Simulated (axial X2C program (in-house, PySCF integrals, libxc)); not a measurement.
**Which molecule has these constants?**

All values come from calculations with an in-house relativistic program for diatomic molecules, spin-free (one-electron X2C) or two-component (2c: spin–orbit coupling with atomic mean-field Coulomb and Gaunt terms, which also bring small scalar terms), in Dyall basis sets with cores contracted in-house; open shells are unrestricted.

A two-component PBE0 calculation in a Dyall 3-zeta basis gave Re = 1.102 Å, ωe = 2366.6 cm⁻¹, De = 8.72 eV, Ω = 1/2.

Question: Which molecule is it?
A. F₂⁺
B. N₂⁺
C. B₂⁺
D. Be₂⁺
E. Li₂⁺

Answer: B. The others have F₂⁺ 1.274 Å and 1299.2 cm⁻¹ (Ω = 3/2); Be₂⁺ 2.216 Å and 532.5 cm⁻¹ (Ω = 1/2); B₂⁺ 1.628 Å and 1094.2 cm⁻¹ (Ω = 1/2); Li₂⁺ 3.102 Å and 250.9 cm⁻¹ (Ω = 1/2).

Each entry is the lowest single determinant of a limited PBE0 search at one distance. De goes to single-determinant-based atoms at the same level (for ions the charge split of lowest energy) and is withheld (n/a) where an atom does not fit its ground term or J level. Main or longest-lived isotopes. One determinant is a doubtful description, or other states lie close, for B₂⁺; these need not be ground states, and all values refer to the states named. With several unpaired electrons the Ω given is that of one determinant, not necessarily of the lowest component. Some light 2c atoms are not at their ground J level, so De misses part of their lowering (0.04 eV or less). The functionals have no current term, which raises determinants with orbital currents.
